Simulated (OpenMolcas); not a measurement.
**Os⁺: effect of the basis set**

| Property | Result |
| --- | --- |
| Program | OpenMolcas |
| Method | SS-CASPT2, IPEA 0.25 Eh, imaginary shift 0.1 Eh (closed shells correlated: 5s 5p) |
| Active space | 7 electrons in 6 orbitals (5d 6s) |
| State averaging | 2S+1 = 6 even, 6 roots; 2S+1 = 4 even, 67 roots kept (CI in the orbitals of an earlier block); 2S+1 = 2 even, 93 roots kept (CI in the orbitals of an earlier block) |
| Spin-orbit coupling | state interaction with AMFI integrals over the reference wave functions, term energies averaged over their components |

A. ANO-R2 [8s6p5d3f1g], X2C, finite nucleus; CASPT2 step about 90 core-seconds
B. ANO-RCC-VTZP [8s7p5d3f2g1h], DKH2, point nucleus; CASPT2 step of the order of 110 core-seconds
C. ANO-R3 [10s7p6d4f3g2h], X2C, finite nucleus; CASPT2 step about 3 core-minutes
D. ANO-RCC-VQZP [9s8p6d4f3g2h], DKH2, point nucleus; CASPT2 step of the order of 2.7 core-minutes

Energies in cm⁻¹ above 5d⁶ 6s ⁶D_9/2, the measured ground level; measured values from NIST Handbook of Basic Atomic Spectroscopic Data.

```csv
Level,A,B,C,D,Measured
5d⁶ 6s ⁶D_9/2,0.0,0.0,0.0,0.0,0.0
5d⁶ 6s ⁶D_7/2,3680,3660,3750,3760,3593
5d⁶ 6s ⁶D_5/2 [57 %],4000,4070,3980,4060,3929
5d⁶ 6s ⁶D_3/2 [74 %],5860,5870,5880,5930,5592
5d⁵ 6s² ⁶S_5/2 [70 %],6660,6940,7140,7310,7892
5d⁶ 6s ⁶D_1/2,7010,7000,7080,7120,6637
5d⁷ ⁴F_9/2,10420,10420,9700,9830,
5d⁷ ⁴F_7/2 [65 %],15550,15530,14890,15060,
5d⁷ ⁴F_5/2 [59 %],15610,15560,15070,15220,
5d⁶ 6s ⁴P_3/2(1) [54 %],15630,15770,15280,15520,
5d⁶ 6s ⁴P_1/2(1) [62 %],18370,18560,18090,18360,
5d⁶ 6s ⁴G_11/2 [52 %],18930,19050,18390,18660,
5d⁶ 6s ⁴D_5/2(1) [64 %],19390,19520,18900,19160,
5d⁶ 6s ⁴D_1/2(1) [53 %],19640,19740,19040,19320,
5d⁶ 6s ⁴H_13/2,20110,20220,19410,19730,
5d⁷ ²G_9/2 [57 %],23870,23920,22870,23240,
5d⁶ 6s ⁴D_1/2(2) [62 %],25880,26200,25400,25760,
5d⁶ 6s ⁴D_3/2(2) [65 %],26640,26910,26060,26400,
5d⁶ 6s ⁴D_5/2(2) [71 %],27590,27820,27100,27430,
5d⁶ 6s ⁴F_5/2 [57 %],28860,28870,28140,28450,
5d⁶ 6s ⁴P_5/2(2) [51 %],29810,29900,29110,29450,
5d⁵ 6s² ⁴G_11/2,33690,34130,33410,33860,
5d⁵ 6s² ⁴G_5/2,34200,34600,33990,34420,
5d⁶ 6s ²I_13/2,34310,34450,33290,33760,
```

Deviations, from unrounded energies. A percentage is the sum of absolute deviations over the sum of measured energies, with the sign that they share, or ± where signs differ.

| Against measurement | Levels | A | B | C | D |
| --- | --- | --- | --- | --- | --- |
| mean absolute deviation (cm-1) | 5 | 410 | 360 | 340 | 340 |
| fine structure of the ground term (%) | 4 | +4.0 | +4.3 | +4.7 | +5.6 |
| other configurations (%) | 1 | -15.7 | -12.0 | -9.5 | -7.4 |

C, D lie about equally close to measurement and A furthest from it. The largest miss of C in the table is 5d⁵ 6s² ⁶S_5/2 [70 %], by -750 cm-1. The ranking rests on the paired levels alone, and a cruder setting can come out closer through cancelling errors.

The two smallest mean deviations differ by little beside CASPT2's spread within terms, so their order carries little weight.

Among A to D the level of the table that moves most is 5d⁶ 6s ²I_13/2, by 1200 cm-1 (lowest in C, highest in B). Moves below CASPT2's spread within the term are not significant.

CASPT2 does not keep the components of a term degenerate, so their means are used; among the terms shown or strongly mixed into the levels shown the widest spread is 320 cm-1 (5d⁶ 6s ⁴G, B). Terms from blocks run as CI alone lack orbitals of their own. Configurations are named by rounded mean occupations; where the s occupation lies near a half they are strongly mixed, a name can repeat and a true partner stay unpaired. A single d shell beside an s shell can misplace configurations of different d count against each other. The CASPT2 spread within a term exceeds the gap to the next term for 5d⁶ 6s ²I and 5d⁵ 6s² ⁴G, so the order of their levels is uncertain, and so are names and mixing where such terms share a J (figures for A; the like holds for B, C, D). Some levels mix across a computed gap that differs much from the measured one, so their mixing is not that of the real levels (holds for A; B). Computed and measured levels are paired by configuration, term and J; levels that our copy of the source lacks, or whose pairing is in doubt (as where it misses far off the trend of its configuration), stay unpaired and out of the deviations. Only configurations of the active space appear. The table leaves out levels that lie high or whose names do not pair safely across all columns.

A share in square brackets marks a mixed level and gives the weight of the term that names it, the lowest over the columns. A number in round brackets counts repeated terms of one configuration in the order of the reference energies.
